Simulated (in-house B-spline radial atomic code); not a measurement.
RPA and G0W0 on Hartree-Fock: neutral phosphorus

Configuration [Ne] 3s2 3p3, highest spin, mean-field start Hartree-Fock. Computed with a B-spline radial code for spherical atoms: all electrons, scalar-relativistic (spin-free one-electron X2C), finite nucleus, each spin shell either full or empty, empty states to l = 9 with an (l + 1/2)⁻⁴ tail; G0W0 by contour deformation at full frequency.

Command:
```bash
python run_gw.py task.json out
```
Settings (radii: box in bohr, nucleus in fm):
```
Z                        15
electrons                15
configuration            [Ne] 3s2 3p3
hamiltonian              x2c
method                   hf
lmax                     9
rms_radius               3.1889
spin_polarised           True
box_radius               40
intervals                74
```

Time taken, with all properties: 1.9 s on 1 thread of Arm Neoverse V2 (shared host).

Energies (hartree):

```json
{"term": "mean-field total", "value": "-341.53729"}
{"term": "Hartree-Fock functional on these orbitals", "value": "-341.53729"}
{"term": "direct second order", "value": "-0.82798"}
{"term": "second-order exchange", "value": "0.30419"}
{"term": "SOSEX correction", "value": "0.28121"}
```

(1) What is the RPA correlation energy, and what remains with SOSEX?

Quasi-particle levels (eV):

```tsv
level	occupied	mean field	Σx - vxc	Σc	QP weight	G0W0
3p up	yes	-10.656	0.00	?	?	?
3s down	yes	-15.219	0.00	-1.22	0.929	-16.439
2p down	yes	-146.36	0.00	4.74	0.902	-141.62
```

G0W0 = mean field + (Σx - vxc) + Σc, with Σc (partial-wave tail included) taken at the quasi-particle energy. Only the outer levels were computed. Levels of low weight are left out.

(2) Where does G0W0 put 3p up?

Results:

(1) RPA gives -0.74346 hartree (-1.35 eV per electron); RPA + SOSEX gives -0.46224, and the second-order doubles (MP2) -0.52379 hartree. SOSEX takes back 38 % of the RPA value.

(2) At -10.904 eV, with Σc = -0.25 eV and a quasi-particle weight of 0.942. The tabulated removal energy is 10.487 eV (NIST, measured); the calculation leaves out spin-orbit coupling, Breit and QED terms, and what these don't explain is the method's own error.
